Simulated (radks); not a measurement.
Problem. Radial electron density D(r) = 4 pi r^2 rho(r) of an atom or ion with 51 electrons. Method: non-relativistic Kohn-Sham, PBE, spin-polarised, spherical densities, point nucleus; computed with a radial shooting solver on a logarithmic mesh with Libxc functionals.

```
   r/bohr * D(r) (the largest magnitude, 83.3, reaches the edge; | marks zero)
 0.002738 |   *
 0.003682 |      *
  0.00495 |          *
 0.006602 |                *
 0.008876 |                        *
  0.01193 |                                *
  0.01592 |                                       *
   0.0214 |                                         *
  0.02877 |                                       *
  0.03837 |                                    *
  0.05159 |                                       *
  0.06936 |                                                *
  0.09251 |                                                      *
   0.1244 |                                               *
   0.1672 |                                      *
    0.223 |                                           *
   0.2999 |                                          *
   0.4032 |                        *
   0.5377 |             *
    0.723 |                *
    0.972 |            *
    1.296 |     *
    1.743 |  *
    2.343 | *
    3.126 |*
    4.202 *
     5.65 *
    7.535 *
    10.13 *
```

What is the nuclear charge?

Solution. Z = 51. The innermost maximum, from 1s, lies near 1/Z = 0.0196 bohr (found: 0.0217), and its height grows with Z. The density is that of neutral antimony in [Kr] 4d10 5s2 5p3; the configuration itself is not fixed sharply by these data, and Z only to a few units. D(r) has 4 maxima, at r = 0.0217, 0.0918, 0.260, 0.765 bohr, and minima at 0.0409, 0.174, 0.555 bohr, inside which lie 2.01, 11.37, 28.99 electrons.
